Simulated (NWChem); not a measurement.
[F][Al]([CH]=C)[OH] (C2H4AlFO), optimised at PBE0/def2-SVP with NWChem:

highest occupied level (eV): -8.10
orbital gap (eV): 7.24
dipole (D): 1.00
highest harmonic frequency (cm⁻¹): 3995
zero-point energy (kcal/mol): 36.7

All stand in one matching conformer (torsions within 35°), which need not be the lowest.

Q: One Al atom is replaced by Ga, giving C=[CH][Ga]([OH])[F] (C2H4FGaO), optimised at the same level. How do these values move?

A: 
```json
[
 {"quantity": "highest occupied level (eV)", "new value": "-8.41", "change": "-0.31"},
 {"quantity": "orbital gap (eV)", "new value": "7.18", "change": "-0.06"},
 {"quantity": "dipole (D)", "new value": "1.60", "change": "+0.60"},
 {"quantity": "highest harmonic frequency (cm⁻¹)", "new value": "3910", "change": "-85"},
 {"quantity": "zero-point energy (kcal/mol)", "new value": "36.3", "change": "-0.4"}
]
```
